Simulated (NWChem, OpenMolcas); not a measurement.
How basis sets differ on GaH2OF (SMILES [OH][GaH][F])

GaH2OF has 5 atoms, charge 0, and is taken as a singlet. SMILES: `[OH][GaH][F]`. The coordinates come from a PBE0-D4/def2-TZVP relaxation. This is one conformer, not always the lowest.

Quantity: the HOMO–LUMO gap, in eV. The values are calculated.

| level | kind | program | value (eV) |
| --- | --- | --- | --- |
| HF/ANO-RCC-MB (DKH2) | Hartree–Fock | OpenMolcas | 14.80 |
| HF/STO-3G | Hartree–Fock | OpenMolcas | 13.63 |
| HF/3-21G | Hartree–Fock | NWChem | 14.52 |
| HF/cc-pVDZ | Hartree–Fock | OpenMolcas | 14.94 |

All-electron rows without a relativistic Hamiltonian named are non-relativistic. The values span 13.63 to 14.94 eV. A Hartree–Fock LUMO above zero doesn't converge with the basis: it sinks as sets grow more diffuse. Orbital gaps aren't excitation energies.
